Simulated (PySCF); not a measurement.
**How a change of structure moves an absorption spectrum**

Method used: PySCF, TDDFT CAM-B3LYP/def2-SVPD, vertical, gas phase, core orbitals frozen in the response, def2 core potentials past Kr. Geometries: PBE0-D3(BJ)/def2-SVP; one conformer of each isolated species. Triplets are in the Tamm–Dancoff approximation. Atoms past krypton carry core potentials; spin–orbit coupling is left out.

Parent: WO2Cl2 (`[O]=[W](=[O])([Cl])[Cl]`), with lowest singlet excitation energy 4.91 eV, mean static polarisability 70.1 au, lowest triplet energy 4.49 eV, S1–T1 gap 0.42 eV, HOMO–LUMO gap 8.90 eV. Its spectrum: 4.91 eV (f 0.004); 5.14 eV (f 0.000); 5.29 eV (f 0.000); 5.50 eV (f 0.038); 5.72 eV (f 0.000).

(1) How do these changes move the values? ligand (both): Cl to Br (`[O]=[W](=[O])([Br])[Br]`); ligand (both): Cl to NMe2 (`C[N](C)[W](=[O])(=[O])[N](C)C`); ligand (both): Cl to F (`[O]=[W](=[O])([F])[F]`); ligand (both): Cl to Me (`[CH3][W]([CH3])(=[O])=[O]`); ligand (both): Cl to OH (`[O]=[W](=[O])([OH])[OH]`); ligand (both): Cl to NH2 (`[NH2][W]([NH2])(=[O])=[O]`).

Answers

(1) 

```csv
change,SMILES,Δ S1 (eV),Δ α (au),Δ T1 (eV),Δ S1−T1 (eV),Δ gap (eV)
ligand (both): Cl to Br,[O]=[W](=[O])([Br])[Br],-0.31,+16.0,-0.19,-0.12,-0.79
ligand (both): Cl to NMe2,C[N](C)[W](=[O])(=[O])[N](C)C,-0.47,+44.9,-0.48,0.00,-0.89
ligand (both): Cl to F,[O]=[W](=[O])([F])[F],+0.56,-28.9,+0.40,+0.16,+0.78
ligand (both): Cl to Me,[CH3][W]([CH3])(=[O])=[O],-0.34,+0.4,-0.22,-0.12,-0.20
ligand (both): Cl to OH,[O]=[W](=[O])([OH])[OH],+0.65,-18.5,+0.39,+0.26,+0.70
ligand (both): Cl to NH2,[NH2][W]([NH2])(=[O])=[O],+0.27,-7.6,+0.30,-0.03,+0.10
```

S1 falls most with ligand (both): Cl to NMe2 (-0.47 eV), and it rises most with ligand (both): Cl to OH (+0.65 eV). S1 is simply the lowest singlet of each species and needn't be the same kind of state throughout. Over these 6 changes the shifts of S1 and of the HOMO–LUMO gap correlate with r = 0.94.

Lowest levels of each derivative:
- `[O]=[W](=[O])([Br])[Br]`: 4.60 eV (f 0.000); 4.66 eV (f 0.003); 4.85 eV (f 0.047)
- `C[N](C)[W](=[O])(=[O])[N](C)C`: 4.44 eV (f 0.004); 5.17 eV (f 0.127); 5.18 eV (f 0.037)
- `[O]=[W](=[O])([F])[F]`: 5.47 eV (f 0.001); 5.49 eV (f 0.007); 6.30 eV (f 0.006)
- `[CH3][W]([CH3])(=[O])=[O]`: 4.57 eV (f 0.004); 4.90 eV (f 0.007); 5.44 eV (f 0.001)
- `[O]=[W](=[O])([OH])[OH]`: 5.56 eV (f 0.011); 5.64 eV (f 0.002); 6.09 eV (f 0.000)
- `[NH2][W]([NH2])(=[O])=[O]`: 5.18 eV (f 0.004); 5.25 eV (f 0.000); 5.71 eV (f 0.000)
